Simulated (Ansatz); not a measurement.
The cluster Ge2S5⁻, relaxed as a doublet with UKS B3LYP-D4/def2-SVPD in Ansatz, starting from the GFN2-xTB geometry. Force threshold 0.02 eV/Å.

Another isomer (doublet) lies 0.82 eV lower at PBE0-D4/def2-SVP; other spin states weren't run for this one.

Start:

```xyz
7

Ge    2.6704   -0.0115   -0.4818
Ge   -0.9650    0.4732    0.2800
S     1.1218    1.5052   -0.3276
S    -1.1315    0.3426    2.4270
S    -2.6582    1.3505   -0.7074
S     1.4879   -1.9800   -0.5506
S    -0.5254   -1.6800   -0.6396
```

Estimate the energy that the relaxation releases and the steps that it takes.

3.8 kcal/mol, in 9 steps; 5.9 min on 4 threads of Intel Xeon on a shared host. No frequencies were taken in this run, so the end may be a saddle point.

Does the start keep its bonding and symmetry?

By distances, no bond broke or formed. The bond that changes most is Ge2–S7, from 2.38 to 2.30 Å (atoms count from 1).

Predict the relaxed structure.


Cartesian coordinates in Å:
```
Ge 2.692 -0.042 -0.402
Ge -0.874 0.417 0.209
S 1.094 1.503 -0.401
S -1.173 0.429 2.354
S -2.706 1.316 -0.496
S 1.509 -1.994 -0.465
S -0.542 -1.628 -0.799
```
Bond lengths: 6 × Ge–S 2.16 to 2.33 Å; 1 × S–S 2.11 Å.
